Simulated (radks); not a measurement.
The terbium ion Tb27+, 38 electrons, occupied as [Kr] 4d2 (the NIST ground configuration).

Calculated with a radial shooting solver on a logarithmic mesh with Libxc functionals: non-relativistic Kohn-Sham, TPSS, spin-polarised, spherical densities, point nucleus; open shells are filled with parallel spins first (spin-orbit coupling, left out, can overturn this in heavy ions); meta-GGA in the generalised Kohn-Sham scheme; relativity is left out, which matters for an element this heavy.

Energy parts (hartree):
| part | energy |
|---|---|
| total | -10879.3559 |
| kinetic | 10877.2943 |
| electron-nucleus | -24478.6020 |
| Hartree | 2932.8220 |
| exchange-correlation | -210.8702 |

Orbitals (lengths in bohr, moments of r in powers of bohr; <r^-3> diverges for s and p1/2; r(max) is where P^2 peaks):
orbital,occ.,eigenvalue (hartree),r(max),<r^4>,<r^-3>,<1/r>
1s down,1,-1822.069,0.01547,1.335e-06,-,64.47
1s up,1,-1822.068,0.01547,1.335e-06,-,64.47
2s up,1,-319.4238,0.08464,0.0002239,-,15.01
2s down,1,-319.3599,0.08464,0.0002239,-,15.01
2p up,3,-305.6911,0.06592,0.0001427,9400,15.03
2p down,3,-305.6434,0.06591,0.0001427,9403,15.03
3s up,1,-95.82806,0.2343,0.007927,-,5.730
3s down,1,-95.80636,0.2343,0.007907,-,5.732
3p up,3,-89.75154,0.2217,0.007197,1965,5.668
3p down,3,-89.72245,0.2217,0.007178,1965,5.669
3d up,5,-78.58669,0.1766,0.005068,337.8,5.566
3d down,5,-78.53096,0.1767,0.005059,337.7,5.565
4s up,1,-41.24119,0.5086,0.1303,-,2.707
4s down,1,-41.04971,0.5085,0.1309,-,2.704
4p up,3,-38.70414,0.5079,0.1354,560.9,2.646
4p down,3,-38.51304,0.5078,0.1362,559.5,2.643
4d up,2,-34.22374,0.4973,0.1405,90.81,2.528
4d down,0,-34.03387,0.4971,0.1415,90.72,2.526
5s up,0,-22.65456,0.9358,1.173,-,1.532
5s down,0,-22.58170,0.9372,1.181,-,1.529
5p up,0,-21.50047,0.9521,1.271,223.4,1.497
5p down,0,-21.42955,0.9536,1.280,222.6,1.494

The highest occupied level is 4d up at -931.28 eV. The spin density at the nucleus is -1.816 e/bohr^3 (1s -0.017, 2s -2.488, 3s -0.777, 4s 1.466). The density falls to 0.001 e/bohr^3 at r = 1.32 bohr. The electron density at the nucleus is 1.959e+05 e/bohr^3. Virial ratio -V/T = 2.00019. Summed over all electrons, <r^2> = 4.267 bohr^2, which gives a Langevin (diamagnetic) susceptibility term of -3.38 x 10^-6 cm^3/mol. For comparison, the ionisation energy in NIST's Atomic Spectra Database is 954 eV (theoretical). In exact Kohn-Sham theory the highest level is minus the ionisation energy, but local and semilocal functionals leave it too shallow, through self-interaction and a potential that decays too fast; potentials with the right tail come closer.
